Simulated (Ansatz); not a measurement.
**AlH2SiZn: where a starting geometry ends**

The starting geometry of this gas-phase doublet was optimised with GFN2-xTB.

```xyz
5

Al    0.1676   -0.4295   -1.0339
Si   -0.4379    0.1058    1.2235
Zn    0.3029    2.1053    0.0733
H     0.0159    0.4994   -2.3396
H     0.7292   -1.7051   -1.8035
```

Task: Predict what becomes of its bonds when it is optimised with BLYP-D3(BJ)/def2-SVP.

Result: A bond breaks, giving a structure given below by its coordinates. Contacts that open: Al1–Zn3 (2.77 → 3.48 Å).

The energy falls by 0.29 eV over 14 steps:

```tsv
step	E − E(last) (eV)
1	0.290
2	0.088
4	0.050
5	0.028
7	0.013
8	0.013
10	0.001
11	0.001
13	0.000
14	0.000
```

Final geometry (Å):

```csv
atom,x (Å),y (Å),z (Å)
Al,0.2282,-0.4545,-1.3208
Si,0.0602,0.0972,1.1082
Zn,-0.0969,2.4577,0.5581
H,0.2162,0.5052,-2.6106
H,0.3700,-2.0298,-1.6151
```

Frequencies at the end are all real (lowest 75 cm⁻¹). Open shells are spin-unrestricted. Run with Ansatz 0.2.0, 93 s on 1 thread of AMD EPYC 7R43 64-Core Processor (Zen 3), on a shared host.
